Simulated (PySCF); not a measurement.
aluminum atom (Al), doublet; CASSCF(3,4)+NEVPT2/6-31G* (PySCF).

Here is a job for PySCF.
```python
from pyscf import gto, scf, mcscf, mrpt
import numpy

mol = gto.M(
    atom='''
Al    0.000000    0.000000    0.000000
''',
    basis='6-31g*',
    charge=0,
    spin=1,
    verbose=4,
)

mf = scf.ROHF(mol)
mf.kernel()
mc = mcscf.CASSCF(mf, 4, 3)
mc.fix_spin_(ss=0.75)
mc.kernel()
occ = numpy.linalg.eigvalsh(mc.fcisolver.make_rdm1(mc.ci, mc.ncas, mc.nelecas))[::-1]
ss = mc.fcisolver.spin_square(mc.ci, mc.ncas, mc.nelecas)[0]
print('natural occupations', occ.round(4), ' <S^2>', round(ss, 4))
e2 = mrpt.NEVPT(mc).kernel()
print('E(NEVPT2) = %.10f' % (mc.e_tot + e2))
```

Question: Predict the main parts of the log of this PySCF run.

Answer: 
```
PySCF version 2.14.0

[INPUT] verbose = 4
[INPUT] num. atoms = 1
[INPUT] num. electrons = 13
[INPUT] charge = 0
[INPUT] spin (= nelec alpha-beta = 2S) = 1
[INPUT] symmetry False subgroup None
[INPUT] Mole.unit = angstrom
[INPUT] Symbol           X                Y                Z      unit          X                Y                Z       unit  Magmom
[INPUT]  1 Al     0.000000000000   0.000000000000   0.000000000000 AA    0.000000000000   0.000000000000   0.000000000000 Bohr   0.0

nuclear repulsion = 0
number of shells = 8
number of NR pGTOs = 51
number of NR cGTOs = 18
basis = 6-31g*
ecp = {}

******** <class 'pyscf.scf.rohf.ROHF'> ********
method = ROHF
initial guess = minao
damping factor = 0
level_shift factor = 0
DIIS = <class 'pyscf.scf.diis.CDIIS'>
diis_start_cycle = 1
diis_space = 8
diis_damp = 0
SCF conv_tol = 1e-09
SCF conv_tol_grad = None
SCF max_cycles = 50
direct_scf = True
direct_scf_tol = 1e-13
num. doubly occ = 6  num. singly occ = 1
Set gradient conv threshold to 3.16228e-05
init E= -241.729371439744

WARN: HOMO 0.0104907447550329 >= LUMO 0.0104907447550289

cycle= 1 E= -241.84697914858  delta_E= -0.118  |g|= 0.0491  |ddm|= 0.691
  HOMO = -0.0806737390690221  LUMO = 0.0156593629699157  gap/eV = 2.62136
cycle= 2 E= -241.853607582886  delta_E= -0.00663  |g|= 0.015  |ddm|= 0.244
  HOMO = -0.0675912843299162  LUMO = 0.0277888975520521  gap/eV = 2.59543
cycle= 3 E= -241.854119114844  delta_E= -0.000512  |g|= 0.00502  |ddm|= 0.0691
  HOMO = -0.0654482343631435  LUMO = 0.0289599777272761  gap/eV = 2.56898
cycle= 4 E= -241.854169748188  delta_E= -5.06e-05  |g|= 0.000741  |ddm|= 0.0281
  HOMO = -0.0657388785612555  LUMO = 0.0286972353125297  gap/eV = 2.56974
cycle= 5 E= -241.854170446979  delta_E= -6.99e-07  |g|= 1.62e-05  |ddm|= 0.00372
  HOMO = -0.0657374831521631  LUMO = 0.0286995358879224  gap/eV = 2.56976
cycle= 6 E= -241.854170447225  delta_E= -2.47e-10  |g|= 7.2e-07  |ddm|= 6.37e-05
  HOMO = -0.0657366695191516  LUMO = 0.0286996833234705  gap/eV = 2.56974
Extra cycle  E= -241.854170447226  delta_E= -3.69e-13  |g|= 1.28e-07  |ddm|= 1.52e-06
converged SCF energy = -241.854170447226

******** <class 'pyscf.mcscf.mc1step.CASSCF'> ********
CAS (2e+1e, 4o), ncore = 5, nvir = 9
max_cycle_macro = 50
max_cycle_micro = 4
conv_tol = 1e-07
conv_tol_grad = None
orbital rotation max_stepsize = 0.02
orbital rotation threshold for CI restart = 0.01
augmented hessian ah_max_cycle = 30
augmented hessian ah_conv_tol = 1e-12
augmented hessian ah_linear dependence = 1e-14
augmented hessian ah_level shift = 1e-08
augmented hessian ah_start_tol = 2.5
augmented hessian ah_start_cycle = 3
augmented hessian ah_grad_trust_region = 3
kf_trust_region = 3
kf_interval = 4
ci_response_space = 4
ci_grad_trust_region = 3
with_dep4 0
natorb = False
canonicalization = True
sorting_mo_energy = False
ao2mo_level = 2
internal_rotation = False
******** <class 'pyscf.fci.addons.SpinPenaltyFCISolver'> ********
max. cycles = 50
conv_tol = 1e-08
davidson only = True
linear dependence = 1e-12
level shift = 0.001
max iter space = 12
nroots = 1
pspace_size = 400
spin = None
CASCI E = -241.864523055432  S^2 = 0.7500000
Set conv_tol_grad to 0.000316228
macro iter   1 ( 21 JK    4 micro), CASSCF E = -241.875769734602  dE = -1.12466792e-02  S^2 = 0.7500000
               |grad[o]|=0.016  |grad[c]|=0.0116  |ddm|=0.0483  |maxRot[o]|=0.315
macro iter   2 ( 16 JK    4 micro), CASSCF E = -241.878310970365  dE = -2.54123576e-03  S^2 = 0.7500000
               |grad[o]|=0.0123  |grad[c]|=0.0028  |ddm|=0.00112  |maxRot[o]|=0.201
macro iter   3 (  3 JK    1 micro), CASSCF E = -241.878311051290  dE = -8.09245932e-08  S^2 = 0.7500000
               |grad[o]|=0.000196  |grad[c]|=2.37e-05  |ddm|=4.31e-05  |maxRot[o]|=0.00044
1-step CASSCF converged in   3 macro ( 40 JK   9 micro) steps
CASSCF canonicalization
Density matrix diagonal elements [1.9113412 1.        0.0443294 0.0443294]
CASSCF energy = -241.878311051290
CASCI E = -241.878311051290  E(CI) = -1.90166112323092  S^2 = 0.7500000
natural occupations [1.9113 1.     0.0443 0.0443]  <S^2> 0.75

******** <class 'pyscf.mrpt.nevpt2.NEVPT'> ********
NEVPT2 (2e+1e, 4o), ncore = 5, nvir = 9
root = 0
Natural occ [1.9113412 1.        0.0443294 0.0443294]
Natural orbital (expansion on meta-Lowdin AOs) in CAS space
               #1        #2        #3        #4
0 Al 1s         -0.00550  -0.00000   0.00000   0.00000
0 Al 2s          0.03555  -0.00000  -0.00000   0.00000
0 Al 3s          0.99892   0.00000  -0.00000  -0.00000
0 Al 4s          0.02634   0.00000  -0.00000  -0.00000
0 Al 2px        -0.00000  -0.00113  -0.00017   0.00011
0 Al 2py         0.00000  -0.00004  -0.00044  -0.00218
0 Al 2pz         0.00000   0.00009  -0.00218   0.00043
0 Al 3px         0.00000   0.99119   0.07290  -0.04650
0 Al 3py         0.00000   0.03218   0.19080   0.94952
0 Al 3pz         0.00000  -0.08276   0.94724  -0.18769
0 Al 4px        -0.00000   0.09787  -0.01858   0.01185
0 Al 4py         0.00000   0.00318  -0.04864  -0.24205
0 Al 4pz         0.00000  -0.00817  -0.24146   0.04784
0 Al 3dxy       -0.00072  -0.00000   0.00000   0.00000
0 Al 3dyz        0.00006  -0.00000   0.00000   0.00000
0 Al 3dz^2       0.00635   0.00000   0.00000   0.00000
0 Al 3dxz        0.00186  -0.00000  -0.00000  -0.00000
0 Al 3dx2-y2    -0.01113   0.00000  -0.00000  -0.00000
<CAS-nat-orb|mo-hf>  6      6        0.99984040
<CAS-nat-orb|mo-hf>  7      7        0.99998358
<CAS-nat-orb|mo-hf>  8      8        0.85915039
<CAS-nat-orb|mo-hf>  8      12       0.49180530
<CAS-nat-orb|mo-hf>  9      9        0.85915039
<CAS-nat-orb|mo-hf>  9      13       0.49180530
Sr    (-1)',   E = -0.01133643893125
Si    (+1)',   E = -0.00000202536801
Sijrs (0)  ,   E = -0.00076395030218
Sijr  (+1) ,   E = -0.00139699954683
Srsi  (-1) ,   E = -0.00079688820992
Srs   (-2) ,   E = -0.00448705908272
Sij   (+2) ,   E = -0.00071678048099
Sir   (0)' ,   E = -0.00124872064195
Nevpt2 Energy = -0.020748862563843
E(NEVPT2) = -241.8990599139
```
